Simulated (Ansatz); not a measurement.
Reaction (ligand exchange at the In–F bond): `[CH3][In]([F])[Cl]` + H₂S → `[CH3][In]([SH])[Cl]` + H–F

Program: Ansatz. Geometries: PBE0-D4/def2-TZVP. ΔE: electronic, gas phase. CCSD(T)/CBS is the MP2 limit (def2-TZVPP, def2-QZVPP) plus CCSD(T) − MP2 in def2-TZVPP, frozen cores. This one scheme is used for every species. Functionals use def2-TZVPP. HSE06 is defined as in plane-wave codes. def2 core potentials past Kr. For In outer-core shells are correlated without core-valence functions, which leaves a few kJ/mol of doubt a bond. One conformer a species, not always the lowest.

`[CH3][In]([F])[Cl]`:

Cartesian coordinates in Å:
```
C 0.098 1.039 -0.390
In -0.058 -0.951 0.329
F 1.164 -2.351 -0.255
Cl -1.567 -1.857 1.834
H -0.860 1.342 -0.810
H 0.349 1.696 0.442
H 0.875 1.082 -1.150
```

H₂S:

```xyz
3

S     0.063   -0.527    0.320
H    -0.957    0.046   -0.337
H     0.894    0.481    0.017
```

`[CH3][In]([SH])[Cl]`:

Z-matrix (Å, degrees):
```
C
In 1 2.129
H 1 1.089 2 109.0
H 1 1.090 2 109.4 3 120.2
H 1 1.090 2 109.6 3 -120.4
S 2 2.374 1 130.2 3 177.2
Cl 2 2.345 1 119.2 3 -2.9
H 6 1.344 2 92.2 1 180.0
```

H–F:

Z-matrix (Å, degrees):
```
F
H 1 0.920
```

```json
{"level": "r2SCAN0-D4", "ΔE (kcal/mol)": "-8.2"}
{"level": "HSE06", "ΔE (kcal/mol)": "-8.1"}
{"level": "HF/def2-SVP", "ΔE (kcal/mol)": "-4.7"}
{"level": "CCSD(T)/def2-SVP", "ΔE (kcal/mol)": "-4.5"}
```

(1) What does CCSD(T)/CBS give? (Estimate.)

Largest T1 diagnostic among the species: 0.014.

## Answers

(1) Computed: -8.1 kcal/mol. The listed levels differ from it by -0.1, 0.0, 3.4, 3.6 kcal/mol.

From r2SCAN to r2SCAN0 (25 % exact exchange), in def2-TZVPP and without D4, ΔE moves by −1.8 kcal/mol. Leaving LDA and LC-ωPBE aside and taking each functional with its dispersion term where it has one, the values, not all of them listed here, spread over 4.7 kcal/mol, from PBE-QIDH to BLYP-D4. LDA lies −2.7 kcal/mol from PBE without D4.
